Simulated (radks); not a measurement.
Question: Species: Rh17+. Configuration: [Ar] 3d10. Calculated with a radial shooting solver on a logarithmic mesh with Libxc functionals: scalar-relativistic Kohn-Sham, PBEsol, spin-polarised, spherical densities, finite nucleus; Fermi nuclear charge, rms radius 4.4945 fm. Some entries of the table are withheld. Estimate them.

| orbital | occ. | eigenvalue (Ry) | <r> (bohr) |
|---|---|---|---|
| 1s | 2 | -1724.643 | 0.03264 |
| 2s | 2 | (1) | 0.1418 |
| 2p | 6 | -251.6079 | 0.1236 |
| 3s | 2 | -73.93672 | 0.3860 |
| 3p | 6 | (2) | 0.3841 |
| 3d | 10 | (3) | 0.3597 |

Answer: 
(1) 2s eigenvalue (Ry): -276.9055
(2) 3p eigenvalue (Ry): -65.57933
(3) 3d eigenvalue (Ry): -52.31118
